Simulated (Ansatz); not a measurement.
Species: sum formula H$_{4}$SiNO$_{3}$, net charge 0, doublet state. It need not be the lowest isomer of its formula. SMILES: O[Si]([NH])(O)O
Coordinates optimised at B3LYP-D3(BJ)/def2-TZVP (Ansatz, a program for electronic structure):
```
Si
O 1 1.6335
H 2 0.9608 1 118.77
O 1 1.6368 2 109.29 3 70.76
H 4 0.9610 1 116.91 2 -153.63
O 1 1.6400 2 113.22 3 -48.09
H 6 0.9605 1 117.38 2 -92.31
N 1 1.7432 2 107.38 3 -168.14
H 8 1.0221 1 113.72 2 -45.15
```
Charge 0, spin multiplicity 2.

Quantity: atomisation energy (electronic, to ground-state atoms), in kJ/mol. Valence correlation only, unless marked. UHF or UKS for open shells. No spin-orbit coupling. No relativistic terms. The coupled-cluster limit lacks core correlation, which all-electron functionals hold. CBS(X,Y): correlation extrapolated as X^-3; Hartree-Fock from the larger set. [CCSD(T)-MP2]/basis is that difference in the basis named.

```
level                                                          program  atomisation energy (kJ/mol)  minus last row
-------------------------------------------------------------  -------  ---------------------------  --------------
BHLYP/def2-TZVPD                                                Ansatz                       3299.4          -205.2
CAM-B3LYP/def2-TZVPD                                            Ansatz                       3484.2           -20.4
CCSD/6-31G                                                      Ansatz                       2480.1         -1024.5
CCSD(T)/cc-pV(T+d)Z                                             Ansatz                       3368.8          -135.8
RI-MP2/CBS(cc-pV(T+d)Z,cc-pV(Q+d)Z)+[CCSD(T)-MP2]/cc-pV(D+d)Z   Ansatz                       3511.1             6.5
RI-MP2/CBS(cc-pV(T+d)Z,cc-pV(Q+d)Z)+[CCSD(T)-MP2]/cc-pV(Q+d)Z   Ansatz                       3504.6             0.0
CCSD(T)/CBS(cc-pV(T+d)Z,cc-pV(Q+d)Z)                            Ansatz                       3504.6             0.0
```
